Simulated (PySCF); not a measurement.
Dimethyl telluride, SMILES [Te](C)C (C2H6Te) (B3LYP/def2-SVP optimised geometry):

```
9

C      1.526    -0.767     0.000
Te    -0.652    -0.767     0.000
C     -0.827     1.404     0.000
H      1.900    -0.269     0.905
H      1.849    -1.817    -0.003
H      1.899    -0.265    -0.902
H     -0.367     1.817     0.907
H     -1.900     1.642    -0.009
H     -0.352     1.817    -0.899
```

Method: B3LYP/def2-TZVP, def2 effective core potentials past Kr (PySCF 2.14.0).

**Question.** What are the frontier orbital energies and the dipole moment?

**Answer.** HOMO-2 -8.86 eV, HOMO-1 -8.00 eV, HOMO -5.50 eV, LUMO -0.77 eV, LUMO+1 0.13 eV; dipole moment 1.20 D.

On the same geometry PBE/def2-TZVP, def2 effective core potentials past Kr in PySCF gives HOMO-2 -7.95 eV, HOMO-1 -7.15 eV, HOMO -4.66 eV, LUMO -1.34 eV, LUMO+1 -0.46 eV; dipole moment 1.23 D.
